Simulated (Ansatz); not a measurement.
Isolated molecules relaxed with PBE0-D4/def2-TZVP in Ansatz; ΔE leaves out vibrations. CCSD(T)/CBS adds triple-zeta CCSD(T) − MP2 to the extrapolated MP2 energy (def2 sets, frozen cores). Functionals use def2-TZVPP. For Br, Ge, Mg outer-core shells are correlated without core-valence functions, which leaves a few kJ/mol of doubt a bond. Scalar relativity is left out up to krypton. One conformer a species, not always the lowest.

Reaction (redistribution): `C[S][MgH]` + `[CH3][Ge]([F])([F])[Br]` → `[MgH][Br]` + `C[S][Ge]([CH3])([F])[F]`

```csv
species,PBE energy (Eh)
`C[S][MgH]`,-638.46651
`[CH3][Ge]([F])([F])[Br]`,-4890.05935
`[MgH][Br]`,-2774.37530
`C[S][Ge]([CH3])([F])[F]`,-2754.17375
```

Problem. Work out ΔE.

Solution. ΔE = (-2774.37530) + (-2754.17375) − (-638.46651) − (-4890.05935) = -0.02319 Eh = -60.9 kJ/mol. CCSD(T)/CBS gives -67.8 kJ/mol.

Problem. What do rigid-rotor, harmonic-oscillator terms from PBE0-D4/def2-TZVP frequencies (298.15 K, 1 bar) make of the CCSD(T)/CBS value? (Best estimate.)

Solution. The calculation gave: ΔZPE = +1.5 kJ/mol, ΔH = -66.0 kJ/mol, ΔS = -20 J/(mol·K), ΔG = -59.9 kJ/mol. Modes under 50 cm⁻¹ make the entropy rough.

Largest T1 diagnostic among the species: 0.011.

From BLYP to BHLYP (50 % exact exchange), in def2-TZVPP and without D4, ΔE moves by −8.2 kJ/mol. In def2-TZVPP, CCSD(T) changes the Hartree–Fock value by +4.9 kJ/mol (the triples alone add +0.6 kJ/mol) and MP2 by +4.5 kJ/mol. Leaving LDA and LC-ωPBE aside and taking each functional with its dispersion term where it has one, the values, not all of them listed here, spread over 7.3 kJ/mol, from BHLYP-D4 to PBE-D4. LDA lies −3.3 kJ/mol from PBE without D4.
